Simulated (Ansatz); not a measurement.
**Energy profile**

The step: AlNH₂F₂ ([NH2][Al]([F])[F]) + H₂S → AlHSF₂ ([F][Al]([F])[SH]) + NH₃ (still joined by a long Al–N bond); bonds formed: N2–H5; dative contacts that become bonds: Al1–S6; bonds broken: H5–S6; bonds weakened to dative contacts: Al1–N2 (atoms numbered as in the saddle structure below).

```
atom    x (Å)    y (Å)    z (Å)
 Al1  -0.1763  -0.4666  -0.8193
  N2   0.2611   1.1906  -0.1531
  F3   0.8880  -1.1037  -1.9061
  F4  -1.7970  -0.7619  -0.9453
  H5   0.5405   0.1283   1.1076
  S6   0.4629  -1.3159   1.3773
  H7   1.0866   1.6682  -0.4899
  H8  -0.4636   1.8775   0.0063
  H9  -0.8022  -1.2165   1.8224
```

Electronic energies by CCSD(T) at an estimated basis limit (MP2 extrapolated from triple and quadruple zeta, plus CCSD(T) − MP2 in triple zeta), on PBE0-D4/def2-TZVP structures; AlNH₄SF₂, closed shell; no counterpoise correction. Program: Ansatz 0.2.0. Basis: def2-TZVPP and def2-QZVPP. Cores are frozen in the correlated methods. Extrapolation: Hartree–Fock as exp(−7.88 √X), correlation as X^−2.97.

(1) Give the profile in eV, counted from the separated reactants. (An estimate is asked for; the value comes from the calculation.)

No T1 diagnostic of these runs exceeds 0.013.

## Answers

(1) The calculation gives:
```tsv
point	eV
separated: AlNH₂F₂ (linked as [NH2][Al]([F])[F]; Al1, N2, F3, F4, H7, H8; singlet) + H₂S (H5, S6, H9; singlet)	0.000
start structure	-0.579
saddle	-0.275
end structure	-1.769
separated: AlHSF₂ (linked as [F][Al]([F])[SH]; Al1, F3, F4, S6, H9; singlet) + NH₃ (N2, H5, H7, H8; singlet)	-0.185
```
The saddle lies below the separated reactants: the barrier is submerged.

Exchanges of this kind with a chalcogen hydride build sulfide and selenide films.

For scale, one of the runs: CCSD(T)/def2-TZVPP, 233 basis functions, launched by `ansatz run in.yaml --threads 3 --pin off --events-out ev --progress --plain --max-ram 6092MiB`. Time: 65 s of wall clock on 3 CPU threads of an Intel Xeon; the host was shared. Peak host memory: 4.4 GiB.
